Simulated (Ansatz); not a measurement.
All numbers were calculated with Ansatz.

A structure relaxed at PBE0-D4/def2-TZVP, charge 0, multiplicity 1:

Cartesian coordinates in Å:
```
C 1.194 -0.706 0.513
C -0.092 0.027 0.668
Si -1.043 0.626 -0.858
S -0.758 0.372 2.103
H 1.906 -0.094 -0.054
H 1.627 -0.976 1.476
H 1.038 -1.610 -0.088
H -1.085 2.109 -0.834
H -2.417 0.072 -0.814
H -0.370 0.180 -2.111
```

Task: Give its formula and SMILES.

Result: C2H6SSi, `CC([SiH3])=S`.

Task: Point group (tolerance 0.08 Å, 0.16 Å for H)?

Result: Cs.

Task: Summarise the bond lengths by kind.

Result: 1 × C–C 1.488 Å; 3 × C–H 1.090 to 1.097 Å; 1 × C–Si 1.895 Å; 1 × C–S 1.619 Å; 3 × H–Si 1.482 to 1.491 Å.
